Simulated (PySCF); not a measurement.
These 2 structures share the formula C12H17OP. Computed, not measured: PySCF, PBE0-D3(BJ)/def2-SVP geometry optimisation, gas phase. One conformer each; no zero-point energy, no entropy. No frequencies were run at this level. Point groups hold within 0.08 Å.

Task: Order them by energy at this level, lowest first, and give relative energies in kcal/mol.
A. `[CH3:1][CH2:2][P:3](=[O:4])(/[CH:5]=[CH:6]/[c:7]1[cH:8][cH:9][cH:10][cH:11][cH:12]1)[CH2:13][CH3:14]` with C1–C2–P3–O4 51°, C2–P3–C5–C6 -123°, C5–C6–C7–C8 -178°, C2–P3–C13–C14 175°
B. `[CH3:1][C:2]1([CH3:3])[CH2:4][CH2:5][P@:6]([CH3:7])(=[O:8])[c:9]2[cH:10][cH:11][cH:12][cH:13][c:14]21` with C1–C2–C4–C5 174°, C2–C4–C5–P6 -66°, C4–C5–P6–C7 -68°, C5–P6–C9–C10 163° (1,4,4-trimethyl-1,2,3,4-tetrahydrophosphinoline-1-oxide)

Result: B (0.0), A (20.3).

As drawn, the lower has a quaternary carbon, which the higher lacks; the higher has a C=C bond outside aromatic rings, which the lower lacks.

```tsv
SMILES	E (Eh)	E rel (kcal/mol)	dipole (D)	point group	A, B, C (MHz)
CC1(C)CC[P@](C)(=O)c2ccccc21	-882.90667	0.0	4.43	C1	776.2, 659.4, 430.2
CCP(=O)(/C=C/c1ccccc1)CC	-882.87428	20.3	3.64	C1	1309, 253.4, 245.1
```

Task: How do the relative energies change in single points at PBE0/pcSseg-1 (no added dispersion term) on the same geometries?

Result: 
| SMILES | PBE0-D3(BJ)/def2-SVP (kcal/mol) | PBE0/pcSseg-1 (kcal/mol) | shift |
| --- | --- | --- | --- |
| CC1(C)CC[P@](C)(=O)c2ccccc21 | 0.0 | 0.0 | 0.0 |
| CCP(=O)(/C=C/c1ccccc1)CC | 20.3 | 17.1 | -3.2 |

Each column counts from its own lowest isomer. The order is unchanged; the largest shift is 3.2 kcal/mol.
